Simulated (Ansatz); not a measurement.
System: OsO, net charge 0, quintet state. The spin state was set by rule; other spins were not relaxed. 
Structure (B3LYP-D3(BJ)/def2-TZVP (Ansatz, a quantum-chemistry and plane-wave program) minimum search):
```
Os
O 1 1.7347
```
Charge 0, spin multiplicity 5.

Parts of the frozen-core correlation energy in def2-SVP (Ansatz, hartree). Frozen orbitals: 5; correlated occupied orbitals by spin: 9 and 5; virtual: 32 and 36. Open shells are spin-unrestricted. Spin-orbit coupling is left out. In def2 rows, elements after Kr have scalar-relativistic effective core potentials.

```csv
term,value
reference (HF),-164.57614
MP2 opposite-spin,(withheld)
MP2 same-spin,-0.13245
CCSD correlation,(withheld)
(T),(withheld)
CCSDT minus CCSD(T),-0.00097
T1 diagnostic,0.042
largest doubles amplitude,0.060
<S^2> of the reference,6.132
```

Problem. Fill in the missing entries.

Solution. 
- MP2 opposite-spin, value: -0.24784
- CCSD correlation, value: -0.36918
- (T), value: -0.01743
